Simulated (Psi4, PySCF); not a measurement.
C$_{2}$H$_{5}$BeCl, singlet, geometry from GFN2-xTB (such geometries of metal compounds can be far from the true shape). Base run: PBE/6-31G, TDA in PySCF.

The PySCF input:
```python
from pyscf import gto, scf, dft, tdscf

mol = gto.M(
    atom='''
Be    0.12765065   -0.09984559    0.34434310
Cl    0.95708575    1.10302006    1.32224610
C    -0.69551870   -1.28786872   -0.63008787
C    -1.17576514   -0.79066387   -2.00826618
H    -1.57738813   -1.70105828   -0.13222087
H    -0.08037000   -2.17130689   -0.82353021
H    -0.34162349   -0.44846345   -2.61491222
H    -1.87645592    0.03366352   -1.90614059
H    -1.67751973   -1.59359796   -2.54862785
''',
    basis='6-31g',
    verbose=4,
)

mf = dft.RKS(mol)
mf.xc = 'pbe'
mf.kernel()
td = mf.TDA()
td.nstates = 5
td.kernel()
td.analyze()
```

Programs used: Psi4, PySCF; a row that names a program was run with it.

Variants of this job, named by their change:

| change | first excitation (eV) | oscillator strength of the first | second (eV) |
|---|---|---|---|
| base | 6.48 | 0.063 | 6.55 |
| functional = pbe0 | 7.00 | 0.070 | 7.08 |
| response = full linear response | 6.44 | 0.052 | 6.52 |
| conv_tol = 1e-3 | 6.48 | 0.063 | 6.55 |
| nstates = 10 | 6.48 | 0.063 | 6.55 |
| basis = 6-31G* | 6.40 | 0.059 | 6.46 |
| functional = m062x | 7.04 | 0.064 | 7.14 |
| functional = blyp | 6.48 | 0.060 | 6.56 |
| guess vectors = 13 for 5 states | 6.48 | 0.063 | 6.55 |
| code = psi4 | 6.48 | 0.063 | 6.55 |

An iterative solver can miss low states, so a row lists the states that it found.
